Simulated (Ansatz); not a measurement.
All numbers were calculated with Ansatz.

B2ClH5OSSi (`BO[Si](B)(S)Cl`) at its PBE0-D4/def2-TZVP geometry, where that method's forces vanish. Total charge 0; spin multiplicity 1.

```
atom    x (Å)    y (Å)    z (Å)
  B1  -1.5378  -1.2584  -0.9745
  O2  -0.5715  -0.3730  -1.2906
 Si3   0.7025   0.4068  -0.6265
  B4   0.6715   1.5805   0.9007
  S5   1.1560  -0.3909   1.4436
 Cl6   2.2905   0.0607  -1.8458
  H7  -2.3901  -1.4752  -1.7846
  H8  -1.5243  -1.8036   0.0979
  H9  -0.3692   1.8972   1.3920
 H10   1.6704   2.2090   1.0873
 H11  -0.0981  -0.8531   1.6005
```

Q: For each bond, give half the difference of the two atoms' forces along it (eV/Å; positive pushes the atoms apart) under PBE-D4, r2SCAN-D4, B3LYP-D4, ωB97M-V in def2-TZVPP. (An estimate is asked.)

A: The calculation gave: 
```tsv
bond	length (Å)	PBE-D4	r2SCAN-D4	B3LYP-D4	ωB97M-V
B1–O2	1.348	0.10	0.12	0.10	0.21
B1–H7	1.196	0.00	-0.07	-0.14	-0.17
B1–H8	1.203	0.00	-0.05	-0.11	-0.14
O2–Si3	1.635	0.36	0.03	0.04	0.03
Si3–B4	1.926	-0.16	-0.01	0.07	-0.02
Si3–S5	2.264	0.10	0.05	0.21	0.05
Si3–Cl6	2.032	0.16	0.05	0.15	0.06
B4–S5	2.101	0.06	0.12	0.34	0.16
B4–H9	1.194	0.05	-0.05	-0.14	-0.11
B4–H10	1.195	0.07	-0.04	-0.14	-0.12
S5–H11	1.346	0.27	0.01	-0.07	-0.12
```

B3LYP here is the variant with VWN-RPA as its local correlation; programs differ in this.
